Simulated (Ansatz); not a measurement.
`[NH2][In]([NH2])[SH]` + `SB(S)Br` → `[NH2][In]([NH2])[Br]` + `SB(S)S`  (redistribution)

Computed with Ansatz on PBE0-D4/def2-TZVP structures; ΔE is electronic, products minus reactants. CCSD(T)/CBS adds triple-zeta CCSD(T) − MP2 to the extrapolated MP2 energy (def2 sets, frozen cores). Functionals use def2-TZVPP. HSE06 is defined as in plane-wave codes. Elements past krypton have def2 core potentials. For Br, In outer-core shells are correlated without core-valence functions, which leaves a few kJ/mol of doubt a bond. Scalar relativity is left out up to krypton. Each species was taken in one conformer, which may not be the lowest.

Is it downhill or uphill in electronic energy at CCSD(T)/CBS, and by how much? (Estimate.)

Computed: Downhill: ΔE = -9.2 kcal/mol.

What do these levels give: ωB97M-V, HSE06, LC-ωPBE, RPA@PBE/def2-TZVPP, HF/def2-TZVPP, HF/def2-QZVPP? (An estimate is asked.)

Ansatz gave: ωB97M-V -9.6, HSE06 -9.8, LC-ωPBE -9.9, RPA@PBE/def2-TZVPP -8.2, HF/def2-TZVPP -12.1, HF/def2-QZVPP -12.1 kcal/mol.

What do rigid-rotor, harmonic-oscillator terms from PBE0-D4/def2-TZVP frequencies (298.15 K, 1 bar) make of the CCSD(T)/CBS value? (An estimate is asked.)

Ansatz gave: ΔZPE = +0.4 kcal/mol, ΔH = -8.8 kcal/mol, ΔS = 1 J/(mol·K), ΔG = -8.9 kcal/mol.

Largest T1 diagnostic among the species: 0.014.

Leaving LDA and LC-ωPBE aside and taking each functional with its dispersion term where it has one, the values, not all of them listed here, spread over 1.5 kcal/mol, from BHLYP-D4 to PBE-D4. From BLYP to BHLYP (50 % exact exchange), in def2-TZVPP and without D4, ΔE moves by −1.3 kcal/mol. At CCSD(T), def2-SVP lies −1.6 kcal/mol from the extrapolated value and def2-TZVPP +0.3 kcal/mol.
